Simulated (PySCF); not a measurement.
# Sound and unsound settings

Molecule: SMILES FCC1=CC=NS1, C4H4FNS; geometry GFN2-xTB.

Molfile (atoms numbered from 1):
```
C4H4FNS
     RDKit          3D

 11 11  0  0  0  0  0  0  0  0999 V2000
   -2.1475   -0.7778   -0.8576 F   0  0  0  0  0  0  0  0  0  0  0  0
   -1.7429   -0.0427    0.2250 C   0  0  0  0  0  0  0  0  0  0  0  0
   -0.2635    0.1219    0.2308 C   0  0  0  0  0  0  0  0  0  0  0  0
    0.6643   -0.3471   -0.6563 C   0  0  0  0  0  0  0  0  0  0  0  0
    1.9562    0.0493   -0.2557 C   0  0  0  0  0  0  0  0  0  0  0  0
    2.0267    0.7572    0.8374 N   0  0  0  0  0  0  0  0  0  0  0  0
    0.5486    1.0062    1.4743 S   0  0  0  0  0  0  0  0  0  0  0  0
   -2.2511    0.9278    0.1617 H   0  0  0  0  0  0  0  0  0  0  0  0
   -2.0889   -0.5742    1.1206 H   0  0  0  0  0  0  0  0  0  0  0  0
    0.4369   -0.9308   -1.5283 H   0  0  0  0  0  0  0  0  0  0  0  0
    2.8667   -0.1872   -0.7779 H   0  0  0  0  0  0  0  0  0  0  0  0
  1  2  1  0
  2  3  1  0
  3  4  2  0
  4  5  1  0
  5  6  2  0
  6  7  1  0
  7  3  1  0
  2  8  1  0
  2  9  1  0
  4 10  1  0
  5 11  1  0
M  END
```

All runs: PySCF, non-relativistic, gas phase unless a solvent (IEF-PCM) is named; grid level 2, GIAOs and SCF threshold 1e-9 unless changed. The yardstick, PBE0/pcSseg-1, gives these isotropic shieldings σ (ppm, equivalent atoms averaged): F1 425.2, C3 10.0, C5 26.6, C4 63.3, N6 -71.6, S7 132.0, H8/H9 25.50.

Task: What do these inputs give? (1) LC-wPBE/3-21G; grid level 4; level_shift 0.2; (2) solvent chloroform; revPBE/pcseg-1; aux def2-qzvpp-jkfit; (3) KT2/aug-cc-pVDZ; (4) OLYP/pcSseg-1; (5) PBE0/aug-cc-pVDZ; guess sap; (6) r2SCAN/pcSseg-1; diis off; max_cycle 53

Result: 
```tsv
run	outcome	functions	wall time	F1	C3	C5	C4	N6	S7	H8/H9
1	converged	75	16 s	452.6	55.8	71.7	103.7	-38.8	268.7	27.10
2	converged	122	8.8 s	415.6	17.3	40.4	73.5	-30.6	118.9	25.35
3	converged	201	33 s	408.9	36.8	55.2	89.3	-16.0	234.5	25.24
4	converged	146	19 s	405.2	15.9	32.5	66.0	-54.5	140.4	25.38
5	converged	201	31 s	425.5	25.5	45.1	81.4	-40.6	218.8	25.49
6	not converged	146	65 s	–	–	–	–	–	–	–
```

Times are on shared hosts with different chips, so compare them loosely.

Task: Comment on the technical settings and failures.

Result: 
- Run 1: The functional and orbital basis differ from the yardstick's, which in itself moves the values. The level shift changes the path of the SCF (15 cycles), not the solution, provided the same state is reached.
- Run 2: The functional and orbital basis and medium differ from the yardstick's, which in itself moves the values. The other auxiliary basis adds little: it changes only the density-fitting error.
- Run 5: The orbital basis differs from the yardstick's, which in itself moves the values. The starting guess changes the path of the SCF (18 cycles), not the solution, provided the same state is reached.
- Run 6: The SCF stopped after 53 cycles without meeting its threshold, with DIIS switched off and the cycle limit at 53, so no response property followed.

Run 6 was set up unsoundly or failed; its numbers aren't to be quoted as properties of the molecule.
